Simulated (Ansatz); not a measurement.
C6H16BNSi (`BN(CC=C)[Si](C)(C)C`): the same geometry under several functionals.

```yaml
crystal:
  periodic: [false, false, false]
  atoms:
    - {symbol: B, position_ang: [-0.049644, -1.596326, 1.873368]}
    - {symbol: N, position_ang: [-0.382360, -0.729692, 0.833918]}
    - {symbol: C, position_ang: [-1.609933, 0.064453, 0.910652]}
    - {symbol: C, position_ang: [-1.349826, 1.509935, 1.193184]}
    - {symbol: C, position_ang: [-1.831473, 2.516470, 0.478802]}
    - {symbol: Si, position_ang: [0.701649, -0.480740, -0.553316]}
    - {symbol: C, position_ang: [1.632639, -2.057966, -0.910540]}
    - {symbol: C, position_ang: [1.902999, 0.900934, -0.181020]}
    - {symbol: C, position_ang: [-0.345344, -0.032464, -2.037385]}
    - {symbol: H, position_ang: [0.976430, -2.212686, 1.831942]}
    - {symbol: H, position_ang: [-0.795076, -1.715526, 2.807799]}
    - {symbol: H, position_ang: [-2.222405, -0.351844, 1.716813]}
    - {symbol: H, position_ang: [-2.186742, -0.028006, -0.014942]}
    - {symbol: H, position_ang: [-0.724393, 1.710402, 2.061035]}
    - {symbol: H, position_ang: [-2.453340, 2.342984, -0.394484]}
    - {symbol: H, position_ang: [-1.633263, 3.548705, 0.742727]}
    - {symbol: H, position_ang: [0.950449, -2.902422, -1.033977]}
    - {symbol: H, position_ang: [2.338868, -2.308084, -0.117523]}
    - {symbol: H, position_ang: [2.197407, -1.941111, -1.840295]}
    - {symbol: H, position_ang: [2.499251, 0.666030, 0.704564]}
    - {symbol: H, position_ang: [2.590201, 1.053234, -1.018314]}
    - {symbol: H, position_ang: [1.377731, 1.840870, 0.001782]}
    - {symbol: H, position_ang: [-1.101355, -0.794950, -2.243009]}
    - {symbol: H, position_ang: [-0.849006, 0.927907, -1.909471]}
    - {symbol: H, position_ang: [0.293337, 0.045993, -2.921707]}
basis:
  gaussian: {orbitals: def2-TZVPP}
hamiltonian: {xc: {name: BHLYP}, dispersion: d4}
output: {orbitals: {seedname: orbitals}}
```

```sh
$ ansatz run in.yaml --threads 4 --pin off --events-out ev --progress --plain --max-ram 66560MiB --backend cuda --devices 0, --max-vram 37GiB
```

It prints (some lines left out):

```
Functional definition: BHLYP
2958 factors; their error is unknown
mean field evaluation 1: about -16512.3363 eV, gradient 8.2e1 eV
mean field evaluation 2: about -16515.1838 eV, gradient 7.2e1 eV
mean field evaluation 4: about -16527.0373 eV, gradient 3.7e0 eV
mean field evaluation 8: about -16527.0685 eV, gradient 6.6e-2 eV
mean field evaluation 16: about -16527.1320 eV, gradient 1.0e-4 eV
mean field -16527.13195004 eV, -607.3608966715 hartree, gradient 3.0e-5 eV, S^2 0.000000; 0 other end points of the search recorded, 0 dependent functions left out
reference -16527.13221679 eV, -607.3609064745 hartree; 39, 39 occupied and 475, 475 virtual orbitals, 2958 factors
Total energy: -16527.96494887 eV, -607.3915088141 hartree
```

It took 10 s on 4 threads of an AMD EPYC 7R13 on a shared host and a share of an NVIDIA H100 80 GB, with 1.3 GiB of host memory at the peak.

With the line `hamiltonian: {xc: {name: revPBE}, dispersion: d4}` (abridged; 6.5 s):

```
Functional definition: revPBE
mean field evaluation 16: about -16527.7265 eV, gradient 1.8e-3 eV
mean field -16527.72651613 eV, -607.3827465724 hartree, gradient 6.9e-5 eV, S^2 0.000000
Total energy: -16529.76094302 eV, -607.4575103816 hartree
```

With the line `hamiltonian: {xc: r2scan, dispersion: d4}` and forces (abridged; 8.5 s):

```
Functional definition: r2SCAN
mean field evaluation 16: about -16526.3627 eV, gradient 8.6e-4 eV
mean field -16526.36266886 eV, -607.3326261097 hartree, gradient 5.0e-5 eV, S^2 0.000000
Total energy: -16526.56430418 eV, -607.3400360709 hartree
Atom 0 force     0.051708    -0.121612     0.159464 eV/Å
Atom 1 force     0.151365    -0.095393    -0.047031 eV/Å
Atom 2 force    -0.263425     0.071747    -0.005340 eV/Å
Atom 3 force     0.077255    -0.051320     0.098500 eV/Å
Atom 4 force    -0.081074     0.180616    -0.105968 eV/Å
Atom 5 force     0.041155     0.002287    -0.052500 eV/Å
Atom 6 force     0.004950     0.018936     0.001176 eV/Å
Atom 7 force    -0.008616    -0.008720    -0.003898 eV/Å
Atom 8 force     0.014892     0.000115     0.008001 eV/Å
Atom 9 force    -0.031730     0.021985    -0.001061 eV/Å
Atom 10 force     0.020302     0.005012    -0.029009 eV/Å
Atom 11 force     0.001989    -0.004545     0.004357 eV/Å
Atom 12 force    -0.003773     0.002925    -0.011114 eV/Å
Atom 13 force     0.013507    -0.013427     0.009661 eV/Å
Atom 14 force     0.006106    -0.003673     0.007698 eV/Å
Atom 15 force    -0.003461    -0.009719    -0.004776 eV/Å
Atom 16 force     0.020535     0.000381     0.001918 eV/Å
Atom 17 force    -0.010252    -0.007585    -0.028154 eV/Å
Atom 18 force    -0.005907    -0.013307     0.011277 eV/Å
Atom 19 force     0.000098     0.016430    -0.011008 eV/Å
Atom 20 force    -0.001954     0.008286     0.017165 eV/Å
Atom 21 force     0.026100    -0.004203    -0.000674 eV/Å
Atom 22 force     0.002345     0.019870    -0.009284 eV/Å
Atom 23 force    -0.004290    -0.016016    -0.014169 eV/Å
Atom 24 force    -0.017826     0.000930     0.004769 eV/Å
Dipole moment:    -0.046948     0.222913    -0.283308 e Å
```

The same input with `hamiltonian: {xc: {name: LC-wPBE}}` (abridged; 9.5 s):

```
Functional definition: LC-wPBE
mean field evaluation 16: about -16524.3648 eV, gradient 4.8e-4 eV
mean field -16524.36484272 eV, -607.2592073534 hartree, gradient 1.9e-5 eV, S^2 0.000000
Total energy: -16524.36484274 eV, -607.2592073537 hartree
```

The same input with `hamiltonian: {xc: {name: r2SCAN0}, dispersion: d4}` (abridged; 7.5 s):

```
Functional definition: r2SCAN0
mean field evaluation 16: about -16525.5748 eV, gradient 1.1e-3 eV
mean field -16525.57484243 eV, -607.3036740222 hartree, gradient 3.1e-5 eV, S^2 0.000000
Total energy: -16525.80742694 eV, -607.3122213456 hartree
```

The same input with `hamiltonian: {xc: lda}` (abridged; 6 s):

```
Functional definition: SPW92
mean field evaluation 16: about -16419.2660 eV, gradient 1.9e-3 eV
mean field -16419.26601988 eV, -603.3968968524 hartree, gradient 6.4e-5 eV, S^2 0.000000
Total energy: -16419.26607911 eV, -603.3968990290 hartree
```
